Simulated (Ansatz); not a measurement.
Reaction (atomization): `O[Si](O)(F)[SiH2]F` → 2 F• + 4 H• + 2 O• + 2 Si•

Program: Ansatz. Geometries: PBE0-D4/def2-TZVP. ΔE: electronic, gas phase. CCSD(T)/CBS adds triple-zeta CCSD(T) − MP2 to the extrapolated MP2 energy (def2 sets, frozen cores). This one scheme is used for every species, atoms too. No spin–orbit coupling; open shells (•) take unrestricted orbitals. Spin–orbit coupling would lower the free atoms: a little for F, O, Si. One conformer a species, not always the lowest.

| species | MP2/def2-QZVPP energy (Eh) |
| --- | --- |
| `O[Si](O)(F)[SiH2]F` | -930.58688 |
| F• | -99.63608 |
| H• | -0.49998 |
| O• | -74.97532 |
| Si• | -288.91898 |

Q: Work out ΔE.

A: ΔE = 4 × (-0.49998) + 2 × (-99.63608) + 2 × (-74.97532) + 2 × (-288.91898) − (-930.58688) = 1.52620 Eh = +4007.0 kJ/mol. CCSD(T)/CBS gives +3936.1 kJ/mol.

Largest T1 diagnostic among the species: 0.012.

Leaving LDA and LC-ωPBE aside and taking each functional with its dispersion term where it has one, the values, not all of them listed here, spread over 186.3 kJ/mol, from BHLYP-D4 to PBE-D4. LDA lies +559.4 kJ/mol from PBE without D4, its usual overbinding. At CCSD(T), def2-SVP lies −385.7 kJ/mol from the extrapolated value and def2-TZVPP −131.3 kJ/mol: correlation converges slowly with the basis, and small sets miss more of it in the bonded molecule than in its fragments.

For atomizations the MP2-based limit and the directly extrapolated one differ by several kJ/mol either way, and by 10 to 25 for some Ge, Se and Sn compounds, so smaller differences from it don't rank the levels.
